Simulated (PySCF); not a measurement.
**Ga³⁺ (gallium, charge +3) across methods**

[Ar] 3d10, closed-shell 1S. All numbers are calculated (PySCF 2.14, a scalar-relativistic core potential, in aug-cc-pVTZ-PP with one added diffuse shell each of s, d, f type with ECP10MDF (7s5p5d3f, 68 functions)).

```
   method  E (hartree)  mean ε 3s (eV)  mean ε 3p (eV)  mean ε 3d (eV)  Σ⟨r²⟩ (bohr²)   ⟨S²⟩
   B2PLYP    -256.9811         -197.92         -146.05         -59.632          11.94  0.000
      UHF   -256.32083         -212.44         -157.75         -64.999          11.82  0.000
     PBE0    -257.3030         -189.00         -138.85         -56.243          11.97  0.000
   r2SCAN    -257.2156         -186.15         -135.81         -53.037          11.98  0.000
CAM-B3LYP    -257.2844         -189.57         -139.75         -57.826          12.03  0.000
      LDA    -256.8633         -180.62         -132.04         -53.070          12.11  0.000
  wB97X-V    -257.3201         -189.98         -140.31         -58.618          11.98  0.000
      PBE    -257.3236         -180.84         -132.19         -52.959          12.05  0.000
```

Question: Estimate the same row for BP86.

Answer: E (hartree) = -257.4427; mean ε 3s (eV) = -180.83; mean ε 3p (eV) = -132.19; mean ε 3d (eV) = -52.962; Σ⟨r²⟩ (bohr²) = 12.02; ⟨S²⟩ = 0.000.

Energies and moments cover only the electrons outside the core potential.
